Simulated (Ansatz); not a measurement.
PBE exchange is replaced step by step with exact exchange (0 % is PBE, 25 % PBE0; no dispersion term), basis def2-TZVP, Ansatz. System: the cluster Li4Se2⁺ (the lowest doublet isomer of a short search). Total charge 1; doublet. Geometry: PBE-D4/def2-SVP, each spin state at its own.

The relaxed quartet has other bonds than the doublet, so its gap is one between isomers.

Geometry of the doublet:

Cartesian coordinates in Å:
```
Li -0.762 1.846 0.030
Li 1.696 -0.541 2.756
Li 1.204 -0.187 -1.585
Li -1.489 -1.325 -0.147
Se -1.145 0.365 -1.855
Se 0.497 -0.159 0.802
```

The structure comes from a short search, and lower isomers may exist.

HOMO and LUMO are taken over both spins.

```tsv
exact exchange (%)	HOMO (eV)	LUMO (eV)	gap (eV)	⟨S²⟩	quartet − doublet (kJ/mol)
5	-8.53	-7.24	1.29	0.753	281.4
10	-8.74	-7.06	1.68	0.753	286.4
15	-8.96	-6.89	2.08	0.754	291.4
25	-9.40	-6.53	2.87	0.755	301.5
35	-9.85	-6.17	3.68	0.756	311.6
50	-10.51	-5.62	4.90	0.758	326.7
```

(1) Estimate the row for 0 %.

Answers

(1) 
```tsv
exact exchange (%)	HOMO (eV)	LUMO (eV)	gap (eV)	⟨S²⟩	quartet − doublet (kJ/mol)
0	-8.31	-7.41	0.90	0.753	276.4
```
